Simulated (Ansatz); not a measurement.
# Worked example: Si(CH3)3Cl + SiHCl3 → SiH(CH3)3 + SiCl4

Species: Si(CH3)3Cl (chlorotrimethylsilane), singlet; SiHCl3 `Cl[SiH](Cl)Cl`, singlet; SiH(CH3)3 (trimethylsilane), singlet; SiCl4 `Cl[Si](Cl)(Cl)Cl`, singlet. The partners trade Cl for H; both sit on Si, so the bond types are kept.

Shapes, held fixed at every level: PBE0-D4/def2-TZVP. Programs: Ansatz 0.2.0. The zero-point and thermal change to 298 K, harmonic and unscaled (PBE0-D4/def2-TZVP), is -1.0 kJ/mol.

At CCSD(T)/CBS estimate; 1 Eh = 2625.50 kJ/mol:

```
   species   energy (Eh)
Si(CH3)3Cl   -868.536378
    SiHCl3  -1669.167356
 SiH(CH3)3   -409.293298
     SiCl4  -2128.399593
```

Q: Work out ΔH(298 K) of the reaction at this level.

A: 
1. Products less reactants: (-409.293298) + (-2128.399593) − [(-868.536378) + (-1669.167356)] = 0.010843 Eh = +28.5 kJ/mol.
2. With the thermal change: +28.5 + (-1.0) = +27.5 kJ/mol.

Other levels give +23.3 (MP2/def2-SVP) to +28.2 kJ/mol (BHLYP-D4/def2-TZVPP). No measured value is set beside it here. The CBS estimate extrapolates MP2 from def2-TZVPP and def2-QZVPP and adds CCSD(T) − MP2 in the triple-zeta set, cores frozen.
